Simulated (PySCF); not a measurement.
NMR data simulated for an unnamed compound:

1H NMR (400 MHz, computed): δ 7.30 (m, 1H), 6.21 (m, 1H), 6.00 (m, 1H), 1.31 (s, 9H).

13C{1H} NMR (computed): δ 157.4 (C), 135.5 (CH), 106.1 (CH), 98.6 (CH), 36.1 (C), 30.6 (CH3).

All values are calculated (PySCF): geometry: PBE0-D3(BJ)/def2-SVP, shielding tensors at KT2/pcSseg-1 (GIAO). A single conformation, non-relativistic Hamiltonian, isolated molecule, equivalent nuclei averaged.

References, each an isolated molecule treated in the same way: TMS for 1H, 13C.

Which of these does the molecule contain: a carboxylic acid, a heteroaromatic ring, an OH group, a (CH3)2CH unit, a tert-butyl group?

Results:


- A carboxylic acid: no.
- A heteroaromatic ring: yes.
- An OH group: no.
- A (CH3)2CH unit: no.
- A tert-butyl group: yes (δC 30.6, 36.1; δH 1.31 (s)).

The data belong to 2-tert-butylfuran, C₈H₁₂O; they needn't prove each group on their own.

Carbon signals by region: 3 in the sp2 and nitrile region (100–160 ppm), 1 at 50–100 ppm, 2 below 50 ppm.

Shifts are as computed. Against solution values, carbons near 30 ppm lie about +2 ppm off and those near 130 ppm about -5 ppm. Of 1211 compounds with measured shifts, 218 miss one by over three times the rms of a fit or turn the order of signals round; such compounds aren't used in these exercises. No couplings were computed; multiplicities are counted from neighbouring protons, with m where these are inequivalent, close in shift, in a saturated or five-membered ring or joined by F or P, and br s for small geminal =CH2 splittings.
